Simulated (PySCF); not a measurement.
Isomers of C11H10O, from PBE0-D3(BJ)/def2-SVP geometry optimisation, gas phase in PySCF. One conformer each, no zero-point energy, no frequencies.

Question: Which is lowest in electronic energy at this level?
A. `[CH2:1]=[C:2]1[CH:3]=[C:4]([O:5][CH3:6])[c:7]2[cH:8][cH:9][cH:10][cH:11][c:12]21` with C3–C4–O5–C6 0°: A = 1465, B = 850.2, C = 539.8 MHz, dipole 1.49 D
B. `[OH:1][CH2:2][c:3]1[cH:4][cH:5][cH:6][c:7]2[cH:8][cH:9][cH:10][cH:11][c:12]12` with H–O1–C2–C3 48°, O1–C2–C3–C4 -124° (1-naphthalenemethanol): A = 1345, B = 965.9, C = 579.5 MHz, dipole 1.36 D
C. `[CH3:1][O:2][c:3]1[cH:4][cH:5][c:6]2[cH:7][cH:8][cH:9][cH:10][c:11]2[cH:12]1` with C1–O2–C3–C4 180° (2-methoxynaphthalene): A = 2345, B = 622.6, C = 493.5 MHz, dipole 1.25 D

Answer: B. That is 1-naphthalenemethanol, `OCc1cccc2ccccc12`, 2.8 kcal/mol below the next.

```
              SMILES                                                                     mapped SMILES      E (Eh)  relative (kcal/mol)  relative (kJ/mol)  dipole (D)
    OCc1cccc2ccccc12     [OH:1][CH2:2][c:3]1[cH:4][cH:5][cH:6][c:7]2[cH:8][cH:9][cH:10][cH:11][c:12]12  -499.50223                  0.0                0.0        1.36
    COc1ccc2ccccc2c1      [CH3:1][O:2][c:3]1[cH:4][cH:5][c:6]2[cH:7][cH:8][cH:9][cH:10][c:11]2[cH:12]1  -499.49770                  2.8               11.9        1.25
C=C1C=C(OC)c2ccccc21  [CH2:1]=[C:2]1[CH:3]=[C:4]([O:5][CH3:6])[c:7]2[cH:8][cH:9][cH:10][cH:11][c:12]21  -499.46185                 25.3              106.0        1.49
```

As drawn, the lowest has an O–H bond, which the highest lacks; the highest has a C=C bond outside aromatic rings, which the lowest lacks.
